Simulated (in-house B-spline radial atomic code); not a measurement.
Ionising Zr IX (Zr8+) with different functionals

Computed with a B-spline radial code for spherical atoms: four-component Dirac-Coulomb Hamiltonian, Fermi nucleus of rms radius 4.2694 fm, spin-restricted, spherical fractional occupations for the functionals. The ionisation energy is the difference of two self-consistent energies, [Ar] 3d10 4s2 4p2 → [Ar] 3d10 4s2 4p1, without Breit or QED terms; ε is the level of the shell that loses the electron (mean over j). The electron is taken from both j subshells in proportion to 2j + 1, so the result is a j average, not the step between ground levels.

Hybrids are left out here: with spherical fractional occupations of an open shell their exact exchange keeps a self-interaction that integer-occupation calculations don't have.

```
           method  rung  ΔSCF (eV)  -ε(4p) (eV)
         LDA VWN5   LDA     152.07       142.70
 relativistic LDA   LDA     152.00       142.63
         LDA PW92   LDA     152.06       142.69
LDA exchange-only   LDA     150.28       140.91
              PBE   GGA     151.58       142.28
           PBEsol   GGA     151.64       142.34
             BLYP   GGA     151.63       142.27
             RPBE   GGA     151.42       142.16
             PW91   GGA     151.78       142.46
             BP86   GGA     151.81       142.49
             AM05   GGA     151.65       142.35
             OLYP   GGA     151.57       142.38
```

How do they compare with the NIST value?

NIST lists 153 eV ± 2.2 (tabulated theory, ground level to ground level). Errors run from -2.72 to -0.93 eV; all lie within about twice that uncertainty, so the table can't rank the methods.
